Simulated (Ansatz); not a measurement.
`[OH][GeH]([OH])[CH2]F` → `CF` + `[OH][Ge][OH]`  (germylene formation by 1,1-elimination)

Gas-phase electronic energies from Ansatz, PBE0-D4/def2-TZVP geometries. CCSD(T)/CBS is the MP2 limit (def2-TZVPP, def2-QZVPP) plus CCSD(T) − MP2 in def2-TZVPP, frozen cores. This one scheme is used for every species. DFT in def2-TZVPP. For Ge outer-core shells are correlated without core-valence functions, which leaves a few kJ/mol of doubt a bond. Scalar relativity is left out up to krypton. One conformer a species, not always the lowest.

| level | ΔE (kJ/mol) |
| --- | --- |
| r2SCAN-D4 | 18.4 |
| PBE0-D4 | 17.9 |
| PBE | -6.5 |
| MP2/CBS(def2) | 16.5 |

What does CCSD(T)/CBS give? (Best estimate.)

Computed: +11.8 kJ/mol. The listed levels differ from it by 6.6, 6.1, -18.3, 4.7 kJ/mol.

Largest T1 diagnostic among the species: 0.015.

In def2-TZVPP, CCSD(T) changes the Hartree–Fock value by +17.8 kJ/mol (the triples alone add +0.8 kJ/mol) and MP2 by +22.4 kJ/mol. From PBE to PBE0 (25 % exact exchange), in def2-TZVPP and without D4, ΔE moves by +18.1 kJ/mol. The D4 term adds +11.4 kJ/mol with B3LYP and +6.3 kJ/mol with PBE0; it sums over pairs of atoms, weighted by their polarisabilities, and B3LYP, whose exchange is more repulsive, gets the larger term.

B3LYP here is the variant with VWN-RPA as its local correlation; programs differ in this.
